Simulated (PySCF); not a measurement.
Correlation energy of Li⁻ (lithium, charge -1)

[He] 2s2, closed-shell 1S. Calculation: PySCF 2.14, in aug-cc-pVTZ (5s4p3d2f, 46 functions); the non-relativistic Hamiltonian (point nucleus). Frozen: 1s2; 2 electrons correlated.

With two correlated electrons CCSD is exact within the correlated space (frozen core and kept virtual orbitals).

```tsv
level	correlation energy (mhartree)
CCSD	-27.13
```

Diagnostics: T1 = 0.052, D1 = 0.0742, largest double amplitude 0.133.

Problem. Is a single reference adequate?

Solution. Not fully. T1 exceeds 0.03, a sign that the reference determinant is poor.
